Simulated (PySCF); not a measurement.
**Dipole response of Sn+ (tin, charge +1)**

[Kr] 4d10 5s2 5p1, 2P determinant. Calculation: PySCF 2.14, in aug-cc-pV5Z-PP with ECP28MDF (8s8p6d4f3g2h, 139 functions); a scalar-relativistic core potential. Coupled (time-dependent) response in atomic units; α is the mean over directions.

```
method  mean α (bohr³)         α xx, yy, zz  C₆ (like pair)  S(−4)
  PBE0           27.21  25.31, 30.99, 25.31           208.4  252.3
 M06-L           27.16  24.84, 31.80, 24.84           209.5  250.9
```

S(−4) is the Cauchy moment in α(ω) = α(0) + S(−4) ω² + …

Spin-orbit coupling is absent.

α(iu) at PBE0:

```json
{"u (hartree)": "0", "α(iu) (bohr³)": "27.21"}
{"u (hartree)": "0.0500", "α(iu) (bohr³)": "26.59"}
{"u (hartree)": "0.100", "α(iu) (bohr³)": "24.94"}
{"u (hartree)": "0.200", "α(iu) (bohr³)": "20.21"}
{"u (hartree)": "0.300", "α(iu) (bohr³)": "15.68"}
{"u (hartree)": "0.500", "α(iu) (bohr³)": "9.722"}
{"u (hartree)": "0.750", "α(iu) (bohr³)": "6.122"}
{"u (hartree)": "1.00", "α(iu) (bohr³)": "4.340"}
{"u (hartree)": "1.50", "α(iu) (bohr³)": "2.655"}
{"u (hartree)": "2.00", "α(iu) (bohr³)": "1.854"}
{"u (hartree)": "3.00", "α(iu) (bohr³)": "1.076"}
{"u (hartree)": "5.00", "α(iu) (bohr³)": "0.4930"}
```

For an ion, C₆ is the dispersion term alone; charge-induced terms of lower order in 1/R come first.

The components differ because the open shell of this determinant is not spherical; for a pure term their mean is the scalar polarisability.

Energies and moments cover only the electrons outside the core potential.
